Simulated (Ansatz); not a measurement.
```
atom    x (Å)    y (Å)    z (Å)
  Co   0.0000   0.0000   0.0000
   O   0.0000   0.0000   2.0900
   H  -0.1490   0.7452   2.6800
   H   0.1490  -0.7452   2.6800
   O   0.0000   0.0000  -2.0900
   H   0.1490  -0.7452  -2.6800
   H  -0.1490   0.7452  -2.6800
   O   2.0900   0.0000   0.0000
   H   2.6800  -0.7452   0.1490
   H   2.6800   0.7452  -0.1490
   O  -2.0900   0.0000   0.0000
   H  -2.6800   0.7452  -0.1490
   H  -2.6800  -0.7452   0.1490
   O   0.0000   2.0900   0.0000
   H   0.7259   2.6800  -0.2250
   H  -0.7259   2.6800   0.2250
   O   0.0000  -2.0900   0.0000
   H  -0.7259  -2.6800   0.2250
   H   0.7259  -2.6800  -0.2250
```

Basis set: def2-SVP on H, O; pcseg-2 on Co. Charge 2. Computed with Ansatz (development build ahead of 0.2.0); the lowest solution found for each multiplicity.

Q: How do the multiplicities compare at this shape? Give, from the lowest of each method, PBE0 (unrestricted) for 2, 4; PBE0 (restricted) for 2, 4; HF (unrestricted) for 2, 4; HF (restricted) for 2, 4.

A:

```json
{"method": "PBE0, unrestricted", "multiplicity": "2", "E (eV)": "1.018", "<S²>": "1.56"}
{"method": "PBE0, unrestricted", "multiplicity": "4", "E (eV)": "0.000", "<S²>": "3.75"}
{"method": "PBE0, restricted", "multiplicity": "2", "E (eV)": "1.451", "<S²>": "0.75"}
{"method": "PBE0, restricted", "multiplicity": "4", "E (eV)": "0.000", "<S²>": "3.75"}
{"method": "HF, unrestricted", "multiplicity": "2", "E (eV)": "1.712", "<S²>": "1.62"}
{"method": "HF, unrestricted", "multiplicity": "4", "E (eV)": "0.000", "<S²>": "3.76"}
{"method": "HF, restricted", "multiplicity": "2", "E (eV)": "2.275", "<S²>": "0.75"}
{"method": "HF, restricted", "multiplicity": "4", "E (eV)": "0.000", "<S²>": "3.75"}
```

Caution: other spin multiplicities may lie lower. Caution for PBE0, unrestricted, HF, unrestricted: the unrestricted determinant is a mixture of spin states. Caution for HF, restricted: an unrestricted determinant lies well below.
